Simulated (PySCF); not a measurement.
PBE on Rb- (rubidium, charge -1), [Kr] 5s2, closed-shell 1S. All numbers are calculated (PySCF 2.14, scalar relativity by spin-free X2C-1e, in aug-cc-pwCVTZ-X2C (10s9p7d3f, 93 functions)).

```
cycle= 1 E= -2980.65964348275  delta_E= -0.00905  |g|= 0.0796  |ddm|= 1.48
cycle= 2 E= -2980.66019822576  delta_E= -0.000555  |g|= 0.0343  |ddm|= 1.41
cycle= 3 E= -2980.66155660464  delta_E= -0.00136  |g|= 0.0114  |ddm|= 1.16
cycle= 4 E= -2980.66182650856  delta_E= -0.00027  |g|= 0.00121  |ddm|= 0.186
cycle= 5 E= -2980.66183519282  delta_E= -8.68e-06  |g|= 0.00013  |ddm|= 0.0431
cycle= 6 E= -2980.66183524954  delta_E= -5.67e-08  |g|= 1.86e-05  |ddm|= 0.00624
cycle= 7 E= -2980.66183525194  delta_E= -2.4e-09  |g|= 1.59e-06  |ddm|= 0.00207
cycle= 8 E= -2980.66183525196  delta_E= -2.41e-11  |g|= 3.62e-07  |ddm|= 0.00017
converged SCF energy = -2980.66183525196  <S^2> = -1.4210855e-14  2S+1 = 1
```

Highest occupied orbital energy: 0.697 eV; ⟨L²⟩ = 0.00; populations by l: s 10.00, p 18.00, d 10.00, f 0.00.

Can this result be used?

With care. Self-consistency was reached. At PBE the highest occupied level has a positive energy, so only the finite basis holds that electron; in a semilocal or global hybrid functional this comes from self-interaction and does not mean that the real anion is unbound.
